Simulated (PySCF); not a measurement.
C2H7BFN, SMILES CN(C)BF. Geometry optimised at PBE-D3(BJ)/def2-SVP. This is a generated structure with no PubChem entry under its InChIKey; it may be hypothetical. One conformer was computed; it need not be the lowest.

Computed with PBE-D3(BJ)/def2-SVP (PySCF).

Harmonic wavenumbers (cm⁻¹): 172, 210, 249, 257, 320, 375, 531, 844, 849, 1042, 1047, 1077, 1077, 1135, 1217, 1263, 1374, 1396, 1404, 1417, 1418, 1423, 1533, 2562, 2928, 2935, 2987, 2996, 3080, 3092. Rotational constants (GHz): 8.889, 3.628, 2.665; symmetry number 1.

Work out the zero-point energy and the ideal-gas rigid-rotor harmonic-oscillator thermochemistry at 298.15 K and 1 atm.

ZPE = ½ Σ hcν = ½ × 42210 cm⁻¹ = 60.34 kcal/mol. H − E(el) = 64.84 kcal/mol. Entropy in cal/(mol K): translation 38.86, rotation 25.73, vibration 11.71, total 76.30. G − E(el) = 42.10 kcal/mol. Cp = 23.23 cal/(mol K).
